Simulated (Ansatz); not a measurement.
cis-Ti(H2O)2F4 (TiO2F4H4). Charge 0, multiplicity 1. Geometry r2SCAN-D4/def2-SVP.

Cartesian coordinates in Å:
```
F 1.1451 -1.4498 -1.3877
F 2.1077 0.8715 -0.3705
F 0.7999 -0.8807 1.2576
F -0.3837 0.8054 -1.4801
O -0.2251 1.4591 0.9859
O -1.3113 -1.1867 -0.1531
Ti 0.6576 -0.1174 -0.3544
H -0.2533 2.3031 0.5126
H 0.3324 1.5922 1.7658
H -1.1673 -2.0555 0.2489
H -1.7020 -1.3412 -1.0250
```

No other spin state of charge 0 was run.

(1) Estimate the orbital energies around the gap (eV) in Ansatz with HF/STO-3G, PBE-D4/def2-SVP, BHLYP-D4/def2-TZVP, CAM-B3LYP-D4/def2-TZVP, ωB97X-V/def2-TZVP.

## Answers

(1) 
| orbital | HF/STO-3G | PBE-D4/def2-SVP | BHLYP-D4/def2-TZVP | CAM-B3LYP-D4/def2-TZVP | ωB97X-V/def2-TZVP |
| --- | --- | --- | --- | --- | --- |
| HOMO−9 | -11.86 | -9.76 | -14.41 | -13.95 | -14.96 |
| HOMO−8 | -11.84 | -9.40 | -14.15 | -13.68 | -14.67 |
| HOMO−7 | -11.77 | -9.23 | -13.89 | -13.46 | -14.49 |
| HOMO−6 | -11.34 | -8.81 | -13.53 | -13.06 | -14.04 |
| HOMO−5 | -10.69 | -8.53 | -13.14 | -12.70 | -13.70 |
| HOMO−4 | -10.39 | -8.39 | -13.03 | -12.56 | -13.52 |
| HOMO−3 | -9.93 | -8.28 | -12.94 | -12.45 | -13.42 |
| HOMO−2 | -9.80 | -8.25 | -12.92 | -12.45 | -13.42 |
| HOMO−1 | -9.74 | -8.16 | -12.59 | -12.19 | -13.16 |
| HOMO | -9.52 | -8.04 | -12.47 | -12.06 | -13.05 |
| LUMO | 10.78 | -2.69 | -1.10 | -1.09 | 0.17 |
| LUMO+1 | 11.44 | -2.43 | -0.85 | -0.84 | 0.41 |
| LUMO+2 | 11.68 | -1.99 | -0.49 | -0.46 | 0.80 |
| LUMO+3 | 12.58 | -0.74 | 0.32 | 0.46 | 1.56 |
| LUMO+4 | 13.04 | -0.55 | 0.75 | 0.82 | 2.06 |
| LUMO+5 | 15.47 | 0.08 | 1.32 | 1.43 | 2.66 |
